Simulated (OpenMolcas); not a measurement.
**InNH3Cl (SMILES [NH2][InH][Cl]): the vertical energy of the triplet above the singlet from total energies**

InNH3Cl: 6 atoms, total charge 0, spin state singlet. As SMILES, `[NH2][InH][Cl]`. The shape is that of a PBE0-D4/def2-TZVP optimisation.

Both states at this one shape; open shells run unrestricted unless said. 1 Eh = 27.2114 eV.

```tsv
level	program	singlet InNH3Cl (Eh)	triplet InNH3Cl (Eh)
r2SCAN/def2-SVPD (core potential)	OpenMolcas	-706.768573	-706.602324
B3LYP/def2-SVPD (core potential)	OpenMolcas	-706.842628	-706.670733
BHLYP/def2-SVPD (core potential)	OpenMolcas	-706.645997	-706.475895
```

Q: Work out the vertical gap, second state less first, at each level.

A: 
1. r2SCAN/def2-SVPD (core potential): -706.602324 − (-706.768573) = 0.166249 Eh = 4.52 eV.
2. B3LYP/def2-SVPD (core potential): -706.670733 − (-706.842628) = 0.171895 Eh = 4.68 eV.
3. BHLYP/def2-SVPD (core potential): -706.475895 − (-706.645997) = 0.170102 Eh = 4.63 eV.

No measured value is set beside it here; the levels span 4.52 to 4.68 eV. Spin-orbit coupling, which splits open shells on such heavy atoms by tenths of an eV, is left out.
